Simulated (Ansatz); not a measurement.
`C[SiH2]C(=N)Cl`, relaxed with RKS PBE-D4/def2-SVP in Ansatz from a rough embedded geometry. The force threshold is 0.03 eV/Å; the program also tests the step.

Total charge 0; spin multiplicity 1.

Start:

```xyz
11

C    -0.728   -1.458    0.291
Si   -0.655    0.205   -0.494
C     0.907    1.089   -0.051
N     1.797    0.652    0.772
Cl    1.199    2.698   -0.622
H    -1.713   -1.981   -0.055
H    -0.752   -1.421    1.356
H     0.051   -2.076   -0.070
H    -1.886    0.969   -0.035
H    -0.774    0.072   -1.953
H     2.555    1.252    0.862
```

(1) By how much does the energy fall, and how many steps does the optimiser take? (Estimate.)

(2) Which bonds change most? (Best estimate.)

(3) Give the relaxed structure. (Estimate.)

Results:

(1) The calculation gave: 0.55 eV, in 5 steps.

(2) The calculation gave: C3–Cl5 from 1.732 to 1.819 Å; N4–H11 from 0.972 to 1.035 Å; Si2–C3 from 1.849 to 1.913 Å; C1–H6 from 1.168 to 1.108 Å.

(3) The calculation gave: 
```xyz
11

C    -0.765   -1.496    0.279
Si   -0.712    0.209   -0.511
C     0.908    1.088    0.002
N     1.783    0.565    0.749
Cl    1.051    2.757   -0.706
H    -1.689   -2.039   -0.001
H    -0.725   -1.406    1.383
H     0.111   -2.093   -0.044
H    -1.845    1.090   -0.064
H    -0.717    0.151   -2.013
H     2.601    1.175    0.928
```
